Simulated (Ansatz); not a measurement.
Geometry optimisation, RKS PBE0-D4/6-31G* (Ansatz).

input.yaml

```yaml
crystal:
  periodic: [false, false, false]
  atoms:
    - { symbol: C, position_ang: [-1.5962, 0.7145, -0.407] }
    - { symbol: "N", position_ang: [-0.3678, 0.6418, -0.4796] }
    - { symbol: Si, position_ang: [0.2957, -0.6311, 0.441] }
    - { symbol: "N", position_ang: [2.0236, -0.3659, 0.0564] }
    - { symbol: H, position_ang: [-2.135, 1.5524, -1.0143] }
    - { symbol: H, position_ang: [-2.319, 0.1289, 0.1732] }
    - { symbol: H, position_ang: [0.1332, -0.3876, 1.8953] }
    - { symbol: H, position_ang: [-0.085, -1.9215, -0.0639] }
    - { symbol: H, position_ang: [0.46091, 0.9972, -0.99781] }
    - { symbol: H, position_ang: [2.1395, 0.5967, 0.3155] }
basis:
  gaussian: { orbitals: "6-31G*" }
hamiltonian:
  xc: pbe0
  dispersion: d4
relax:
  f_tol: 0.02
  max_steps: 50
output:
  orbitals: {}
```

Launched with:

```bash
$ ansatz run input.yaml --threads 1 --pin off --max-ram 2048MiB --backend cpu --events-out ev --progress --plain --runs-dir out
```

Question: Where does it end, and by what steps?

Answer: It converged. After 24 steps the energy has fallen by 2.502 eV; H9 moved furthest, 1.47 Å.

```csv
step,energy less start (eV),largest force component (eV/Å),accepted
0,0.0000,7.630,yes
1,-1.3284,4.204,yes
2,-1.9726,1.717,yes
3,-2.1131,1.702,yes
4,-2.3182,1.052,yes
5,-2.3609,0.745,yes
6,-2.3969,0.226,yes
7,-2.4030,0.066,yes
8,-2.4048,0.115,yes
9,-2.4089,0.104,yes
10,-2.4064,0.415,no
11,-2.4161,0.106,yes
12,-2.4252,0.133,yes
13,-2.4363,0.403,yes
14,-2.4045,1.137,no
15,-2.4552,0.224,yes
16,-2.4686,0.191,yes
17,-2.4836,0.174,yes
18,-2.4973,0.093,yes
19,-2.5006,0.119,yes
20,-2.5015,0.168,yes
21,-2.5015,0.134,no
22,-2.5022,0.030,yes
23,-2.5022,0.042,no
24,-2.5024,0.013,yes
```

```xyz
10
Properties=species:S:1:pos:R:3
C -1.648 0.615 -0.777
N -0.635 0.840 -0.038
Si 0.591 -0.536 0.685
N 1.880 -0.645 -0.290
H -2.149 1.398 -1.344
H -2.013 -0.408 -0.847
H 0.535 0.004 2.091
H -0.441 -1.607 0.540
H -0.301 1.804 -0.027
H 2.733 -0.139 -0.076
```

Whether the end is a true minimum wasn't checked by a vibrational analysis.

Run time: 85 s on 1 thread of Arm Neoverse V1, on a shared host, peak memory 0.15 GiB.
